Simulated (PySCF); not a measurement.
C₂H₆ClGe, SMILES [CH3][Ge]([CH3])[Cl], multiplicity 2.

The structure is a stationary point at B3LYP-D3(BJ)/def2-SVP. The isomer is the one that the SMILES or the coordinates give; other isomers of the formula were not compared.

Method: PySCF 2.14.0 with B3LYP-D3(BJ)/def2-SVP.

Frequencies are harmonic and unscaled.

```csv
mode,ν (cm⁻¹),IR (km/mol),moving atoms (share of kinetic energy)
1,105,0.1,H 99 %
2,113,0.1,H 97 %
3,152,2.7,"C 37 %, Cl 28 %, H 21 %, Ge 13 %"
4,156,0.3,"C 48 %, H 30 %, Cl 13 %, Ge 10 %"
5,176,1.4,"C 37 %, H 29 %, Ge 28 %"
6,386,46.9,"Cl 68 %, Ge 29 %"
7,540,14.5,"C 70 %, H 17 %, Ge 12 %"
8,576,27.5,"C 61 %, Ge 21 %, H 18 %"
9,703,0.1,"H 86 %, C 14 %"
10,750,12.5,"H 82 %, C 17 %"
11,784,27.5,"H 79 %, C 18 %"
12,838,42.3,"H 77 %, C 21 %"
13,1216,0.1,"H 81 %, C 19 %"
14,1231,1.9,"H 83 %, C 17 %"
15,1416,4.7,H 95 %
16,1422,2.7,H 95 %
17,1424,2.5,H 95 %
18,1435,9.7,H 95 %
19,3031,3.9,H 97 %
20,3033,3.7,H 97 %
21,3133,1.4,"H 90 %, C 10 %"
22,3135,6.5,"H 90 %, C 10 %"
23,3158,1.7,"H 90 %, C 10 %"
24,3158,1.9,"H 90 %, C 10 %"
```
